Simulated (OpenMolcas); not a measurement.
Re3+ among 6 point charges of -1.7 e arranged as an octahedron (Oh), 1.85 Å from the ion.
```
   1.8500    0.0000    0.0000  -1.70
   0.0000    1.8500    0.0000  -1.70
  -1.8500    0.0000    0.0000  -1.70
   0.0000   -1.8500    0.0000  -1.70
   0.0000    0.0000    1.8500  -1.70
   0.0000    0.0000   -1.8500  -1.70
```

| Quantity | Value |
| --- | --- |
| Program | OpenMolcas |
| Method | CASSCF |
| Basis | ANO-RCC-VDZP [7s6p4d2f1g] |
| Scalar Hamiltonian | DKH2, point nucleus |
| Active space | 4 electrons in 5 orbitals (5d) |
| State averaging | 2S+1 = 5 even, 5 roots; 2S+1 = 3 even, 45 roots; 2S+1 = 1 even, 50 roots |
| Spin-orbit coupling | RASSI with atomic mean-field integrals over the reference wave functions |

Q: What is the spin-free ground state (labels of O, the rotations of Oh)?

A: 3T1, 3-fold in its orbital part, 39 % from free-ion H terms; d4 allows 2S+1 = 5, so this is a state of lower spin.

Q: Where is the first state of the same spin?

A: 3E at 17600 cm-1 above the ground state.

Q: What are the lowest two levels with spin-orbit coupling?

A: A 1-fold level A1, then a 3-fold level T1 3299 cm-1 above it. Their leading multiplicities are 3 (70 %) and 3 (66 %).

Q: What is χT at 300 K?

A: 0.21 cm3 K/mol.

Q: Which ligand-field parameters describe the states?

A: A least-squares ligand-field fit to the states below 45000 cm-1, each weighted by its degeneracy and with a free common offset, gives 10Dq = 20370 cm-1, B = 732 cm-1 and C = 3014 cm-1 (C/B = 4.12), with an rms deviation of 349 cm-1. 

Spin-orbit coupling mixes the spin-free states strongly: the lowest level takes only 62 % from its leading state, 3T1. Without dynamic correlation the repulsion within the d shell is too large (B by tens of per cent), so at a given field states of lower spin stand too high. This shell can be high or low spin here, a state of another spin lies low, and with metal d orbitals alone active their balance is uncertain, so the ground spin may be wrong, although the usual error favours high spin. This field is weak: 10Dq is about 20370 cm-1, while octahedral complexes of 5d ions of charge 3 and more, computed by the same method with explicit ligands, had a median near 35000 cm-1. Ground spin and moment need not be those of a real site. This is an electrostatic model: the charges have no orbitals. No measured value stands beside these numbers.
